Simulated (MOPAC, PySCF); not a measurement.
C4H7ClSi, SMILES `C(=C)([SiH3])/C=C\Cl` (Si–C–C–C torsion 129°), neutral singlet in the gas phase. 

Cartesian coordinates (Å):
SMILES: C=C([SiH3])/C=C\Cl
```xyz
13

C     -0.9176     1.1082     0.6323
C     -0.2742     0.2760    -0.1813
Si    -1.2115    -0.6783    -1.4880
C      1.1809     0.0772    -0.1153
C      1.9272    -0.2231     0.9358
Cl     1.3447    -0.4476     2.5461
H     -0.3984     1.6890     1.3850
H     -1.9897     1.2457     0.5689
H     -2.6315    -0.2705    -1.4567
H     -0.6389    -0.3949    -2.8243
H     -1.1035    -2.1342    -1.2489
H      1.7201     0.1307    -1.0568
H      2.9923    -0.3780     0.8558
```
Charge 0, multiplicity 1.

All levels are single points at this geometry (CAM-B3LYP-D3(BJ)/def2-TZVP); Pople sets use spherical d functions. Orbital energies aren't observables, and empty levels follow the basis.

BP86/6-31G* in PySCF gives HOMO (eV) = -5.86.

**Question.** Estimate the HOMO (eV) from each of these levels: CAM-B3LYP-D3(BJ)/def2-TZVP in PySCF; TPSSh-D3(BJ)/def2-TZVP in PySCF; B3LYP/6-311+G** in PySCF; B3LYP/6-31G* in PySCF; B3LYP/LANL2DZ in PySCF; PBE/6-31G* in PySCF; HF/3-21G in PySCF; AM1 in MOPAC.

**Answer.** 
| level | HOMO (eV) |
|---|---|
| CAM-B3LYP-D3(BJ)/def2-TZVP in PySCF | -8.34 |
| TPSSh-D3(BJ)/def2-TZVP in PySCF | -6.45 |
| B3LYP/6-311+G** in PySCF | -6.90 |
| B3LYP/6-31G* in PySCF | -6.61 |
| B3LYP/LANL2DZ in PySCF | -6.78 |
| PBE/6-31G* in PySCF | -5.76 |
| HF/3-21G in PySCF | -9.41 |
| AM1 in MOPAC | -9.61 |
